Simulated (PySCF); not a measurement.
H5NO3Si.

```xyz
10

N      1.5912    -0.5831    -0.1390
Si    -0.0145     0.0095    -0.0161
O     -0.0285     1.2826     1.0504
O     -0.6131     0.5823    -1.4427
O     -1.0050    -1.2401     0.4486
H      1.7562    -1.4349    -0.6662
H      2.3433     0.0809    -0.2943
H      0.3730     1.1269     1.9102
H     -1.5121     0.9249    -1.4174
H     -0.7236    -1.7478     1.2153
```
Charge 0, spin multiplicity 1.

The structure is a stationary point at ωB97X-D3(BJ)/def2-SVP. A frequency run showed that this geometry is not a minimum. The values are those of a single conformer.

Method: HF/pcSseg-1 (PySCF). Non-relativistic, no solvent.

Task: Give the absolute GIAO shielding of each atom: isotropic value and principal components (ppm). (An estimate is asked for; the answer gives what the named calculation found.)

Result: 
| atom | σ(iso) | σ11 | σ22 | σ33 | span |
|---|---|---|---|---|---|
| N1 | 252.1 | 223.8 | 255.4 | 277.0 | 53.2 |
| Si2 | 453.5 | 433.0 | 458.5 | 469.0 | 36.0 |
| O3 | 295.6 | 275.9 | 282.1 | 328.9 | 53.0 |
| O4 | 302.7 | 278.5 | 290.1 | 339.4 | 60.9 |
| O5 | 295.5 | 275.5 | 282.2 | 328.9 | 53.4 |
| H6 | 31.0 | 23.6 | 26.3 | 42.9 | 19.3 |
| H7 | 30.9 | 23.6 | 26.3 | 42.9 | 19.3 |
| H8 | 30.0 | 21.8 | 24.2 | 44.1 | 22.2 |
| H9 | 29.5 | 21.0 | 23.4 | 44.1 | 23.1 |
| H10 | 30.0 | 21.8 | 24.2 | 44.0 | 22.2 |
